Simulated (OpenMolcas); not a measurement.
**Yb⁴⁺: CASPT2 settings compared**

```yaml
Program: OpenMolcas
Basis: ANO-RCC-VQZP [9s8p6d4f3g2h]
Scalar_Hamiltonian: DKH2, point nucleus
Active_space: 12 electrons in 7 orbitals (4f)
State_averaging: 2S+1 = 3 even, 21 roots; 2S+1 = 1 even, 27 roots kept (CI in the orbitals of an earlier block)
Spin-orbit_coupling: state interaction with AMFI integrals over the reference wave functions, term energies averaged over their components
```

Methods on the same reference wave functions:
A. CASSCF
B. SS-CASPT2, IPEA 0.4 Eh, sigma2 regulariser 0.5 Eh (closed shells correlated: 5s 5p)
C. SS-CASPT2, IPEA 0.2 Eh, no level shift (closed shells correlated: 5s 5p)
D. XMS-CASPT2, IPEA 0 Eh, sigma1 regulariser 0.1 Eh (closed shells correlated: none)

Energies in cm⁻¹ above 4f¹² ³H₆, the measured ground level; measured values from the list in Tchang-Brillet, Wyart, Meftah and Ait Mammar, Atoms 6, 52 (2018).

| Level | A | B | C | D | Measured |
| --- | --- | --- | --- | --- | --- |
| 4f¹² ³H₆ | 0.0 | 0.0 | 0.0 | 0.0 | 0.0 |
| 4f¹² ³F₄ [55 %] | 7285 | 6540 | 6480 | 6950 |  |
| 4f¹² ³H₅ | 9715 | 9730 | 9730 | 9720 | 9580 |
| 4f¹² ³H₄ [57 %] | 15225 | 14830 | 14810 | 15040 | 14405 |
| 4f¹² ³F₃ | 18317 | 17020 | 16910 | 17780 | 16372 |
| 4f¹² ³F₂ | 19609 | 17990 | 17890 | 18890 | 16877 |
| 4f¹² ¹G₄ [56 %] | 25080 | 24950 | 24960 | 24960 | 24193 |
| 4f¹² ¹I₆ | 45276 | 42890 | 42950 | 44090 | 39038 |
| 4f¹² ³P₁ | 49856 | 45290 | 45130 | 47260 |  |
| 4f¹² ³P₂ [63 %] | 50977 | 47010 | 46880 | 48770 | 43120 |
| 4f¹² ³P₀ | 51420 | 46850 | 46690 | 48830 |  |

Deviations, from unrounded energies. A percentage is the sum of absolute deviations over the sum of measured energies, with the sign that they share, or ± where signs differ.

```csv
Against measurement,Levels,A,B,C,D
mean absolute deviation (cm-1),7,2900,1500,1500,2200
fine structure of the ground term (%),2,+4.0,+2.4,+2.3,+3.3
other terms of the ground configuration (%),5,+14.1,+7.4,+7.2,+10.7
```

B, C lie about equally close to measurement and A furthest from it. The largest miss of C in the table is 4f¹² ¹I₆, by +3900 cm-1. The ranking rests on the paired levels alone, and a cruder setting can come out closer through cancelling errors.

Among B to D the level of the table that moves most is 4f¹² ³P₁, by 2100 cm-1 (lowest in C, highest in D). Moves below CASPT2's spread within the term are not significant.

The mean deviations of B to D differ by less than CASPT2's widest spread within a term (1100 cm-1), so their order carries little weight.

From A to B the spin-free energies of the other terms of 4f¹² shown, above ³H, scale by factors of 0.85 to 1.00.

The lowest spin-free term lies below A's lowest term by 0.893 hartree in B, 0.896 hartree in C, 0.414 hartree in D.

Term energies are means over components that CASPT2 splits; among the terms shown or strongly mixed into the levels shown the widest spread is 1100 cm-1 (4f¹² ¹I, C). Terms from blocks run as CI alone lack orbitals of their own. Without dynamic correlation excited terms often stand tens of per cent too high (terms of higher spin than the ground term too low), and those without a measured partner can miss by more than the paired ones (holds for A). The CASPT2 spread within a term exceeds the gap to the next term for 4f¹² ¹I and 4f¹² ³P, so the order of their levels is uncertain (holds for C). Computed and measured levels are paired by configuration, term and J; levels that our copy of the source lacks, or whose pairing is in doubt (as where it misses far off the trend of its configuration), stay unpaired and out of the deviations. Levels of configurations outside the active space are missing. Levels that lie high or do not pair safely by name in every column are left out.

A share in square brackets marks a mixed level and gives the weight of the term that names it, the lowest over the columns.
